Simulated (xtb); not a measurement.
xtb input (GFN2-xTB):

```bash
xtb mol.xyz --gfn 2 --sp --chrg 0 --uhf 0
```
mol.xyz:
```
10

C     -2.23494264     0.16029722    -0.03480794
C     -1.48325906    -0.92353022     0.03297593
O     -0.09908754    -1.01229533     0.05396124
C      0.67585150     0.09471890     0.00272941
F      1.94415718    -0.30352524     0.03921319
F      0.46425625     0.92378057     1.03929451
F      0.48948102     0.80608308    -1.12235284
H     -1.84489603     1.16474339    -0.08494654
H     -3.30728068     0.03301480    -0.04039103
H     -1.88207184    -1.92535666     0.08286959
```

End of the output:

```
         :::::::::::::::::::::::::::::::::::::::::::::::::::::
         ::                     SUMMARY                     ::
         :::::::::::::::::::::::::::::::::::::::::::::::::::::
         :: total energy             -26.204057315895 Eh    ::
         :: gradient norm              0.032119662725 Eh/a0 ::
         :: HOMO-LUMO gap              5.465140266740 eV    ::
         ::.................................................::
         :: SCC energy               -26.363512272748 Eh    ::
         :: -> isotropic ES            0.061545866680 Eh    ::
         :: -> anisotropic ES         -0.000614828716 Eh    ::
         :: -> anisotropic XC         -0.017806660853 Eh    ::
         :: -> dispersion             -0.005252378893 Eh    ::
         :: repulsion energy           0.159454956852 Eh    ::
         :: add. restraining           0.000000000000 Eh    ::
         :: total charge              -0.000000000000 e     ::
         :::::::::::::::::::::::::::::::::::::::::::::::::::::

           -------------------------------------------------
          |                Property Printout                |
           -------------------------------------------------

    * Orbital Energies and Occupations

         #    Occupation            Energy/Eh            Energy/eV
      -------------------------------------------------------------
         1        2.0000           -0.9046950             -24.6180
       ...           ...                  ...                  ...
         9        2.0000           -0.6477428             -17.6260
        10        2.0000           -0.5962221             -16.2240
        11        2.0000           -0.5789867             -15.7550
        12        2.0000           -0.5772696             -15.7083
        13        2.0000           -0.5676720             -15.4471
        14        2.0000           -0.5623760             -15.3030
        15        2.0000           -0.5586589             -15.2019
        16        2.0000           -0.5585321             -15.1984
        17        2.0000           -0.5573745             -15.1669
        18        2.0000           -0.5511173             -14.9967
        19        2.0000           -0.5093625             -13.8605
        20        2.0000           -0.4844392             -13.1823
Note: The following floating-point exceptions are signalling: IEEE_DENORMAL
normal termination of xtb
        21        2.0000           -0.4411800             -12.0051 (HOMO)
        22                         -0.2403398              -6.5400 (LUMO)
        23                         -0.0200850              -0.5465
        24                          0.0448717               1.2210
        25                          0.0706393               1.9222
        26                          0.0932542               2.5376
        27                          0.0965800               2.6281
        28                          0.1282353               3.4895
        29                          0.2325949               6.3292
        30                          0.3672537               9.9935
        31                          0.5920948              16.1117
      -------------------------------------------------------------
                  HL-Gap            0.2008402 Eh            5.4651 eV
             Fermi-level           -0.3407599 Eh           -9.2725 eV

     #   Z          covCN         q      C6AA      α(0)
     1   6 C        2.832    -0.114    30.873     9.105
     2   6 C        2.778     0.103    25.714     8.306
     3   8 O        1.708    -0.266    18.410     5.793
     4   6 C        3.225     0.622    16.623     6.625
     5   9 F        0.790    -0.179    11.022     3.922
     6   9 F        0.788    -0.202    11.259     3.964
     7   9 F        0.788    -0.202    11.259     3.964
     8   1 H        0.926     0.076     2.021     2.223
     9   1 H        0.926     0.075     2.027     2.227
    10   1 H        0.926     0.087     1.905     2.159

 Mol. C6AA /au·bohr⁶  :       1087.947600
 Mol. C8AA /au·bohr⁸  :      23520.396297
 Mol. α(0) /au        :         48.286018

Wiberg/Mayer (AO) data.
largest (>0.10) Wiberg bond orders for each atom

 ---------------------------------------------------------------------------
     #   Z sym  total        # sym  WBO       # sym  WBO       # sym  WBO
 ---------------------------------------------------------------------------
     1   6 C    3.984 --     2 C    1.937     9 H    0.970     8 H    0.970
     2   6 C    3.887 --     1 C    1.937     3 O    0.965    10 H    0.953
     3   8 O    2.236 --     4 C    1.030     2 C    0.965
     4   6 C    3.882 --     3 O    1.030     5 F    0.960     6 F    0.934
                             7 F    0.934
     5   9 F    1.100 --     4 C    0.960
     6   9 F    1.080 --     4 C    0.934
     7   9 F    1.080 --     4 C    0.934
     8   1 H    0.994 --     1 C    0.970
     9   1 H    0.994 --     1 C    0.970
    10   1 H    0.992 --     2 C    0.953
 ---------------------------------------------------------------------------

Topologies differ in total number of bonds
Writing topology from bond orders to xtbtopo.mol

molecular dipole:
                 x           y           z       tot (Debye)
 q only:       -1.031      -0.297       0.004
   full:       -0.996      -0.267       0.003       2.620
molecular quadrupole (traceless):
                xx          xy          yy          xz          yz          zz
 q only:        2.988       1.490      -0.431      -0.016      -0.099      -2.557
  q+dip:        2.104       1.804       1.164      -0.035      -0.221      -3.267
   full:        2.238       1.867       0.257      -0.046      -0.128      -2.495

           -------------------------------------------------
          | TOTAL ENERGY              -26.204057315895 Eh   |
          | GRADIENT NORM               0.032119662725 Eh/α |
          | HOMO-LUMO GAP               5.465140266740 eV   |
           -------------------------------------------------

------------------------------------------------------------------------
------------------------------------------------------------------------
 total:
 SCF:
```
